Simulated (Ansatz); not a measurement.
Total energies of Ge(OEt)H3 (C₂H₈GeO) from Ansatz at PBE-D4/def2-TZVP, gas phase (1 Eh = 27.2114 eV = 2625.5 kJ/mol). The reference geometry is relaxed at r2SCAN-D4/def2-SVP.

| state | geometry | energy (Eh) |
| --- | --- | --- |
| charge 0 singlet | reference | -2232.80318 |
| charge 1 doublet | reference | -2232.45387 |
| charge 1 doublet | relaxed at r2SCAN-D4/def2-SVP | -2232.46730 |
| free Ge atom (triplet) | – | -2076.60177 |
| free O atom (triplet) | – | -75.00967 |
| free C atom (triplet) | – | -37.79597 |
| free H atom (doublet) | – | -0.49962 |

(1) Work out the vertical ionisation energy to the doublet.

(2) How much does the charge 1 doublet relax, and what is the adiabatic ionisation energy?

(3) What is the binding energy per atom against free atoms?

(1) E(charge 1 doublet) − E(charge 0 singlet) = -2232.45387 − (-2232.80318) = 0.34931 Eh = 9.51 eV. For comparison, −ε of the highest occupied level is 6.15 eV at this level, 3.36 eV less.

(2) Relaxation: -2232.45387 − (-2232.46730) = 0.01343 Eh = 0.37 eV. Adiabatic ionisation energy: 0.33588 Eh = 9.14 eV, without zero-point energy. 

(3) Atoms: 1 × (-2076.60177) + 1 × (-75.00967) + 2 × (-37.79597) + 8 × (-0.49962) = -2231.20034 Eh. Binding: -2231.20034 − (-2232.80318) = 1.60284 Eh = 43.62 eV, or 3.63 eV for each of 12 atoms (no zero-point energy, no counterpoise term).
